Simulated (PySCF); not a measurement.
# ZrO₂: from structure and modes to constants

Level of theory: B3LYP in PySCF with Zr def2-TZVP with ECP28, O def2-TZVP; scalar-relativistic core potentials, no spin–orbit coupling; density-fitted integrals.

The singlet minimum has C2v symmetry. Masses (u): Zr 89.90470, O 15.99492.

```xyz
3
charge 0 multiplicity 1, angstrom
Zr   -0.2726    0.0000    0.0000
O     0.7679    0.0000    1.4395
O     0.7679    0.0000   -1.4395
```

Harmonic wavenumbers (cm⁻¹): 306.1 (a1, ×1), 866.1 (b2, ×1), 936.1 (a1, ×1).

Task: Find the principal moments of inertia and the rotational constants. What kind of rotor is it?

Result: About the centre of mass I = 25.546, 66.286, 91.833 u Å². With B = 16.8576/I this gives 0.6599, 0.2543, 0.1836 cm⁻¹. The molecule is an asymmetric top with κ = -0.70.

Task: Find the vibrational entropy and heat capacity at 298.15 K.

Result: With u = 1.43878 ω/T, each mode gives S = R[u/(eᵘ−1) − ln(1−e⁻ᵘ)] and C = R u² eᵘ/(eᵘ−1)².
| ω (cm⁻¹) | u | S (J/(mol K)) | C (J/(mol K)) |
| --- | --- | --- | --- |
| 306.1 | 1.477 | 5.79 | 6.95 |
| 866.1 | 4.180 | 0.67 | 2.29 |
| 936.1 | 4.517 | 0.51 | 1.89 |
The sums over all modes are S = 7.0 and C = 11.1 J/(mol K); the softest mode gives 83 % of the entropy.

Task: Give the standard entropy (298.15 K, 1 bar) by its translational, rotational, vibrational and spin parts, and Cp.

Result: Sackur–Tetrode with M = 121.89 u gives 168.8; rotation with symmetry number 2 gives 92.5; vibration 7.0; spin R ln 1 = 0.0. The total is 268.2 J/(mol K), and Cp = 4 R + 11.1 = 44.4 J/(mol K).

This need not be the most stable arrangement of these atoms.
